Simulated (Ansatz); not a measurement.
Cost and result for the atomization energy of `C=[C](O)[Al]([F])[F]` (9 atoms, 8 bonds).

Cartesian coordinates in Å:
```
C 1.274 -0.082 0.769
C 0.081 0.339 0.340
O -0.478 1.448 0.909
Al -0.770 -0.666 -1.070
F -2.239 -0.152 -1.601
F -0.086 -1.994 -1.742
H 1.815 0.432 1.559
H 1.732 -0.959 0.328
H -1.329 1.635 0.508
```

Total charge 0; spin multiplicity 1. All single points use the PBE0-D4/def2-TZVP geometry. It is one conformer, not always the lowest. Program: Ansatz. All runs use 4 threads of an Arm Neoverse V2 on a shared host. Times are those of one run each, without the atoms' runs, and a repeat can differ threefold. Electronic energies, without spin–orbit coupling; frozen cores. CCSD(T)/CBS adds CCSD(T) − MP2 in def2-TZVPP to the MP2 limit, and its time is that of the two runs behind it. T1 = 0.014. B3LYP takes the VWN-RPA correlation (the form of Gaussian; ORCA's B3LYP/G).

CCSD(T)/CBS is a level of theory with its own doubt, some kJ/mol a heavy atom from the limit and from the frozen cores, so smaller differences don't rank the functionals.

| level | functions | wall time | atomization (kcal/mol) | difference from CCSD(T)/CBS | per bond |
| --- | --- | --- | --- | --- | --- |
| PBE-D4/def2-TZVPP (with forces) | 239 | 1.8 s | 935.0 | 21.1 | 2.6 |
| PBE0-D4/def2-TZVPP | 239 | 2.2 s | 907.6 | -6.3 | -0.8 |
| B3LYP-D4/def2-TZVPP (with forces) | 239 | 3.2 s | 906.2 | -7.7 | -1.0 |
| r2SCAN-D4/def2-TZVPP (with forces) | 239 | 3.5 s | 915.3 | 1.4 | 0.2 |
| B2PLYP/def2-TZVPP | 239 | 4 s | 902.3 | -11.6 | -1.4 |
| ωB97X-V/def2-TZVPP | 239 | 6 s | 909.3 | -4.6 | -0.6 |
| ωB97M-V/def2-TZVPP (with forces) | 239 | 8 s | 911.8 | -2.1 | -0.3 |
| MP2/def2-QZVPP | 445 | 14 s | 937.2 | 23.3 | 2.9 |
| CCSD(T)/def2-TZVPP | 239 | 2.1 min | 887.0 | -26.9 | -3.4 |
| CCSD(T)/CBS(def2) | – | 2.3 min | 913.9 | 0.0 | 0.0 |

In def2-TZVPP, CCSD(T) changes the Hartree–Fock value by +231.8 kcal/mol (the triples alone add +16.8 kcal/mol) and MP2 by +265.7 kcal/mol; breaking electron pairs costs correlation energy, which Hartree–Fock lacks. From PBE to PBE0 (25 % exact exchange), in def2-TZVPP and without D4, the atomization energy moves by −26.7 kcal/mol: exact exchange takes away binding that semilocal exchange gives to molecules. The D4 term adds +6.5 kcal/mol with B3LYP and +3.4 kcal/mol with PBE0; it sums over pairs of atoms, weighted by their polarisabilities, and B3LYP, whose exchange is more repulsive, gets the larger term.
